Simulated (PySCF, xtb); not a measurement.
Cl₃FTi, SMILES [F][Ti]([Cl])([Cl])[Cl], multiplicity 1.

Harmonic wavenumbers (cm⁻¹) from xtb with GFN2-xTB at its own minimum, in rising order: 123, 123, 131, 141, 141, 360, 446, 446, 627.

What does PySCF 2.14.0 with PBE-D3(BJ)/def2-SVP give at its own minimum? (An estimate is asked for; the answer gives what the named calculation found.)

118, 118, 137, 175, 175, 395, 496, 496, 789. Paired by order, the mean absolute difference is 42 cm⁻¹ and the zero-point energies are 3.6 and 4.1 kcal/mol.
